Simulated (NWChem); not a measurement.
Species: C2H5ClSi; SMILES C=C([SiH3])Cl

Program: NWChem. Pople sets run with spherical d functions. Structure relaxed at the PBE-D3(BJ)/def2-SVP level. Level PBE/6-31G*: energy and gradient on several grids; changes count from the extra-fine grid, which is no exact limit either.

### Question
Which is the coarsest grid (coarse; fine; xcoarse; xfine; medium) from which on the energy stays within 50 μHa and each gradient component within 100 μHa/bohr of xfine?

### Answer
medium.
```tsv
grid	size of the energy change (μHa)	largest change of a gradient component (μHa/bohr)
xcoarse	2000	1000
coarse	40	200
medium	10	< 30
fine	< 10	< 30
xfine	< 10	< 30
```
